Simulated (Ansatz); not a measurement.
Geometry optimisation of Te3Pd2.

```yaml
crystal:
  periodic: [false, false, false]
  atoms:
    - {symbol: Pd, position_ang: [-1.607880, 0.673310, 0.538190]}
    - {symbol: Pd, position_ang: [0.716660, -0.077660, -1.232570]}
    - {symbol: Te, position_ang: [0.548020, -0.345520, 1.229880]}
    - {symbol: Te, position_ang: [0.290290, 2.234540, -0.100690]}
    - {symbol: Te, position_ang: [0.052910, -2.484680, -0.434810]}
basis:
  gaussian: {orbitals: def2-SVP}
hamiltonian: {xc: r2scan, dispersion: d4}
scf: {lower_state_search: "off"}
output: {orbitals: {seedname: orbitals}}
relax: {f_tol: 0.02, max_steps: 100}
```

```sh
$ ansatz run in.yaml --threads 4 --pin off --events-out ev --progress --plain --max-ram 4787MiB
```

Output, abridged:

```
Functional definition: r2SCAN
mean field -28854.37169993 eV, -1060.3786017767 hartree, gradient 9.1e-6 eV, S^2 0.000000; 0 other end points of the search recorded, 0 dependent functions left out
relax step   1: F+E_penalty+E_count = -28854.45599892 eV  Δ(F+E_penalty+E_count) = +0.000e0 eV  max|allowed force component| = 1.082e0 eV/Å  Δτ_max = 0.0000 Å  (24 SCF iters, accepted)
mean field -28854.38705153 eV, -1060.3791659376 hartree, gradient 2.6e-6 eV, S^2 0.000000; 0 other end points of the search recorded, 0 dependent functions left out
relax step   2: F+E_penalty+E_count = -28854.47055256 eV  Δ(F+E_penalty+E_count) = -1.455e-2 eV  max|allowed force component| = 1.053e0 eV/Å  Δτ_max = 0.1910 Å  (32 SCF iters, accepted)
mean field -28854.50189905 eV, -1060.3833865061 hartree, gradient 3.0e-6 eV, S^2 0.000000; 0 other end points of the search recorded, 0 dependent functions left out
relax step   3: F+E_penalty+E_count = -28854.58597659 eV  Δ(F+E_penalty+E_count) = -1.154e-1 eV  max|allowed force component| = 1.552e-1 eV/Å  Δτ_max = 0.0897 Å  (29 SCF iters, accepted)
mean field -28854.55686015 eV, -1060.3854062893 hartree, gradient 2.6e-6 eV, S^2 0.000000; 0 other end points of the search recorded, 0 dependent functions left out
relax step   4: F+E_penalty+E_count = -28854.64133871 eV  Δ(F+E_penalty+E_count) = -5.536e-2 eV  max|allowed force component| = 2.671e-1 eV/Å  Δτ_max = 0.1356 Å  (32 SCF iters, accepted)
mean field -28854.66878534 eV, -1060.3895194644 hartree, gradient 1.4e-6 eV, S^2 0.000000; 0 other end points of the search recorded, 0 dependent functions left out
relax step   5: F+E_penalty+E_count = -28854.75359237 eV  Δ(F+E_penalty+E_count) = -1.123e-1 eV  max|allowed force component| = 3.888e-1 eV/Å  Δτ_max = 0.1750 Å  (33 SCF iters, accepted)
mean field -28854.77209959 eV, -1060.3933161930 hartree, gradient 2.2e-6 eV, S^2 0.000000; 0 other end points of the search recorded, 0 dependent functions left out
relax step   6: F+E_penalty+E_count = -28854.85724380 eV  Δ(F+E_penalty+E_count) = -1.037e-1 eV  max|allowed force component| = 2.702e-1 eV/Å  Δτ_max = 0.2000 Å  (34 SCF iters, accepted)
mean field -28854.78087545 eV, -1060.3936386999 hartree, gradient 1.9e-6 eV, S^2 0.000000; 0 other end points of the search recorded, 0 dependent functions left out
relax step   7: F+E_penalty+E_count = -28854.86583789 eV  Δ(F+E_penalty+E_count) = -8.594e-3 eV  max|allowed force component| = 2.492e-1 eV/Å  Δτ_max = 0.0798 Å  (27 SCF iters, accepted)
mean field -28854.79023615 eV, -1060.3939826992 hartree, gradient 1.3e-6 eV, S^2 0.000000; 0 other end points of the search recorded, 0 dependent functions left out
relax step   8: F+E_penalty+E_count = -28854.87526792 eV  Δ(F+E_penalty+E_count) = -9.430e-3 eV  max|allowed force component| = 2.015e-2 eV/Å  Δτ_max = 0.0445 Å  (25 SCF iters, accepted)
mean field -28854.79056647 eV, -1060.3939948383 hartree, gradient 9.1e-7 eV, S^2 0.000000; 0 other end points of the search recorded, 0 dependent functions left out
relax step   9: F+E_penalty+E_count = -28854.87559514 eV  Δ(F+E_penalty+E_count) = -3.272e-4 eV  max|allowed force component| = 5.350e-3 eV/Å  Δτ_max = 0.0075 Å  (27 SCF iters, accepted)
Total energy: -28854.87560948 eV, -1060.3971201112 hartree
Atom 0 at    -1.453406     0.180993     0.228421 Å, force     0.004926    -0.000638     0.001134 eV/Å
Atom 1 at     0.796894    -0.014733    -1.249951 Å, force    -0.001304    -0.000200     0.005350 eV/Å
Atom 2 at     0.853160    -0.216069     1.327276 Å, force    -0.003183     0.000804    -0.004906 eV/Å
Atom 3 at     0.210512     2.290014     0.017242 Å, force    -0.000293    -0.000304    -0.000809 eV/Å
Atom 4 at    -0.407161    -2.240215    -0.322987 Å, force    -0.000145     0.000338    -0.000769 eV/Å
Dipole moment:     0.028118    -0.007179     0.043702 e Å
Checks for a lower state left out: stability, starts, cluster_reference, orbital_swaps, neighbouring_geometries, increment
```

It took 38 s on 4 threads of Arm Neoverse V2 on a shared host.

In the def2 sets Pd, Te take a core potential; there is no spin–orbit coupling. The relaxation made no stability test and no search for a lower SCF solution. No other spin state of charge 0 was run. The structure comes from a short search, and lower isomers may exist.
